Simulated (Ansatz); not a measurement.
Cartesian coordinates in Å:
```
C 1.6417 -0.6724 -0.2707
N 0.4751 0.0937 -0.0186
W -1.1519 0.3396 0.5493
O -1.7645 -1.1684 1.0533
O -2.1942 0.9944 -0.8804
Cl -1.0501 1.7736 2.3261
H 1.9281 -0.5892 -1.3238
H 1.4894 -1.7299 -0.0295
H 2.4731 -0.2918 0.3311
H -1.8469 1.2504 -1.7369
```

Charge 0, multiplicity 1. W takes the def2 core potential.

Question: List the PBE0/def2-TZVPP orbital energies in eV (the Gaussian-basis code of Ansatz). (Best estimate.)

Answer: The calculation gave: Occupied: -2767.51, -523.67, -522.95, -392.02, -279.44, -259.36, -197.61, -197.53, -197.51, -83.75, -47.04, -46.82, -46.64, -28.29, -25.62, -24.27, -22.78, -18.32, -15.21, -13.14, -12.87, -12.80, -11.77, -11.57, -11.33, -11.00, -10.26, -9.78, -9.57, -9.23, -8.34, -7.81. Lowest empty: -1.64, -1.15, -0.64, -0.26, 0.29, 0.63, 1.49, 1.88.
